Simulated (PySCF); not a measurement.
This script is equivalent to a calculation on Cl²⁺ (chlorine, charge +2).

```python
from pyscf import gto, scf, dft, mp, cc
import basis_set_exchange as bse
mol = gto.M(atom="Cl 0 0 0", charge=2, spin=3, symmetry="D2h",
            basis=gto.basis.parse(bse.get_basis("aug-cc-pwCVTZ", elements=["Cl"], fmt="nwchem")))
mf = dft.UKS(mol, xc="PBE0")
mf.irrep_nelec = {'Ag': (3, 3), 'B1u': (2, 1), 'B2u': (2, 1), 'B3u': (2, 1)}
mf.kernel()
```

What total energy does it give?

-458.655 hartree (calculated).

Which occupied shell lies highest, and where?

3p α, at -34.961 eV.

What is ⟨S²⟩, and what would a pure spin state give?

3.750, against 3.75.
